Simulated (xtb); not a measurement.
xtb input file for diselenium (Se₂), SMILES [Se]=[Se] (connectivity only; charge and spin as stated), neutral, multiplicity 3, GFN2-xTB. 

```
$ xtb mol.xyz --gfn 2 --sp --chrg 0 --uhf 2 --json
$ cat mol.xyz
2

Se     0.00000000     0.00000000    -1.08275913
Se     0.00000000     0.00000000     1.08275913
```

It prints:

```
[banner left out]
          |                Calculation Setup                |
           -------------------------------------------------



           -------------------------------------------------
          |                 G F N 2 - x T B                 |
           -------------------------------------------------

        Reference                      10.1021/acs.jctc.8b01176
      * Hamiltonian:
        H0-scaling (s, p, d)           1.850000    2.230000    2.230000
        zeta-weighting                 0.500000
      * Dispersion:
        s8                             2.700000
        a1                             0.520000
        a2                             5.000000
        s9                             5.000000
      * Repulsion:
        kExp                           1.500000    1.000000
        rExp                           1.000000
      * Coulomb:
        alpha                          2.000000
        third order                    shell-resolved
        anisotropic                    true
        a3                             3.000000
        a5                             4.000000
        cn-shift                       1.200000
        cn-exp                         4.000000
        max-rad                        5.000000


          ...................................................
          :                      SETUP                      :
          :.................................................:
          :  # basis functions                  20          :
          :  # atomic orbitals                  18          :
          :  # shells                            6          :
          :  # electrons                        12          :
          :  max. iterations                   250          :
          :  Hamiltonian                  GFN2-xTB          :
          :  restarted?                      false          :
          :  GBSA solvation                  false          :
          :  PC potential                    false          :
          :  electronic temp.          300.0000000     K    :
          :  accuracy                    1.0000000          :
          :  -> integral cutoff          0.2500000E+02      :
          :  -> integral neglect         0.1000000E-07      :
          :  -> SCF convergence          0.1000000E-05 Eh   :
          :  -> wf. convergence          0.1000000E-03 e    :
          :  Broyden damping             0.4000000          :
          :  net charge                          0          :
          :  unpaired electrons                  2          :
          ...................................................

 iter      E             dE          RMSdq      gap      omega  full diag
   1     -6.3777023 -0.637770E+01  0.264E+00    3.96       0.0  T
   2     -6.3777168 -0.145522E-04  0.140E+00    3.96       1.0  T
   3     -6.3777201 -0.325617E-05  0.281E-01    3.96       1.0  T
   4     -6.3777202 -0.786486E-07  0.401E-03    3.96      17.6  T
   5     -6.3777202 -0.188374E-10  0.174E-03    3.96      40.7  T
   6     -6.3777202 -0.802025E-12  0.552E-06    3.96   12803.1  T
   7     -6.3777202  0.444089E-14  0.857E-07    3.96   82483.1  T

   *** convergence criteria satisfied after 7 iterations ***

         #    Occupation            Energy/Eh            Energy/eV
      -------------------------------------------------------------
         1        2.0000           -0.7735456             -21.0492
         2        2.0000           -0.7447773             -20.2664
         3        2.0000           -0.4607928             -12.5388
         4        2.0000           -0.4362555             -11.8711
         5        2.0000           -0.4362555             -11.8711
         6        1.0000           -0.3712706             -10.1028
         7        1.0000           -0.3712706             -10.1028 (HOMO)
         8                         -0.2256068              -6.1391 (LUMO)
         9                         -0.0300287              -0.8171
        10                         -0.0300287              -0.8171
        11                         -0.0030278              -0.0824
        12                         -0.0030278              -0.0824
       ...                                ...                  ...
        18                          1.0111120              27.5138
      -------------------------------------------------------------
                  HL-Gap            0.1456638 Eh            3.9637 eV
             Fermi-level           -0.3511761 Eh           -9.5560 eV

 transition dipole moment (au) for excitation:           6           7
     X       Y       Z
   0.0000   0.0000  -0.0000  total (au/Debye):    0.000   0.000
 dE (eV)             :    0.000
 oscillator strength :  0.15837E-46

 SCC (total)                   0 d,  0 h,  0 min,  0.004 sec
 SCC setup                      ...        0 min,  0.000 sec (  2.239%)
 Dispersion                     ...        0 min,  0.000 sec (  0.540%)
 classical contributions        ...        0 min,  0.000 sec (  0.299%)
 integral evaluation            ...        0 min,  0.001 sec ( 13.957%)
 iterations                     ...        0 min,  0.002 sec ( 39.335%)
 molecular gradient             ...        0 min,  0.001 sec ( 14.783%)
 printout                       ...        0 min,  0.001 sec ( 28.485%)

         :::::::::::::::::::::::::::::::::::::::::::::::::::::
         ::                     SUMMARY                     ::
         :::::::::::::::::::::::::::::::::::::::::::::::::::::
         :: total energy              -6.370781940139 Eh    ::
         :: gradient norm              0.000291907183 Eh/a0 ::
         :: HOMO-LUMO gap              3.963714537765 eV    ::
         ::.................................................::
         :: SCC energy                -6.377720160833 Eh    ::
         :: -> isotropic ES           -0.000023201399 Eh    ::
         :: -> anisotropic ES          0.000136394470 Eh    ::
         :: -> anisotropic XC         -0.000131552803 Eh    ::
         :: -> dispersion             -0.001051413498 Eh    ::
         :: repulsion energy           0.006938220694 Eh    ::
         :: add. restraining           0.000000000000 Eh    ::
         :: total charge               0.000000000000 e     ::
         :::::::::::::::::::::::::::::::::::::::::::::::::::::

           -------------------------------------------------
          |                Property Printout                |
           -------------------------------------------------

    * Orbital Energies and Occupations

         #    Occupation            Energy/Eh            Energy/eV
      -------------------------------------------------------------
         1        2.0000           -0.7735456             -21.0492
         2        2.0000           -0.7447773             -20.2664
         3        2.0000           -0.4607928             -12.5388
         4        2.0000           -0.4362555             -11.8711
         5        2.0000           -0.4362555             -11.8711
         6        1.0000           -0.3712706             -10.1028
         7        1.0000           -0.3712706             -10.1028 (HOMO)
         8                         -0.2256068              -6.1391 (LUMO)
         9                         -0.0300287              -0.8171
        10                         -0.0300287              -0.8171
        11                         -0.0030278              -0.0824
        12                         -0.0030278              -0.0824
        13                          0.0208873               0.5684
        14                          0.0208873               0.5684
        15                          0.1395285               3.7968
        16                          0.2090352               5.6881
        17                          0.2090352               5.6881
Note: The following floating-point exceptions are signalling: IEEE_DENORMAL
normal termination of xtb
        18                          1.0111120              27.5138
      -------------------------------------------------------------
                  HL-Gap            0.1456638 Eh            3.9637 eV
             Fermi-level           -0.3511761 Eh           -9.5560 eV

     #   Z          covCN         q      C6AA      α(0)
     1  34 Se       0.978     0.000   226.756    26.389
     2  34 Se       0.978    -0.000   226.756    26.389

 Mol. C6AA /au·bohr⁶  :        907.023321
 Mol. C8AA /au·bohr⁸  :      64536.696135
 Mol. α(0) /au        :         52.778794


Wiberg/Mayer (AO) data.
largest (>0.10) Wiberg bond orders for each atom

 ---------------------------------------------------------------------------
     #   Z sym  total        # sym  WBO       # sym  WBO       # sym  WBO
 ---------------------------------------------------------------------------
     1  34 Se   2.239 --     2 Se   2.239
     2  34 Se   2.239 --     1 Se   2.239
 ---------------------------------------------------------------------------

Topologies differ in total number of bonds
Writing topology from bond orders to xtbtopo.mol

molecular dipole:
                 x           y           z       tot (Debye)
 q only:        0.000       0.000      -0.000
   full:        0.000       0.000      -0.000       0.000
molecular quadrupole (traceless):
                xx          xy          yy          xz          yz          zz
 q only:       -0.000       0.000      -0.000       0.000       0.000       0.000
  q+dip:        0.682       0.000       0.682      -0.000      -0.000      -1.365
   full:        0.789      -0.000       0.789      -0.000      -0.000      -1.577


           -------------------------------------------------
          | TOTAL ENERGY               -6.370781940139 Eh   |
          | GRADIENT NORM               0.000291907183 Eh/α |
          | HOMO-LUMO GAP               3.963714537765 eV   |
           -------------------------------------------------

------------------------------------------------------------------------
------------------------------------------------------------------------
 total:
 SCF:
```

The calculation finished and met its thresholds.

Cost: about 0.04 core-seconds (a rough figure).
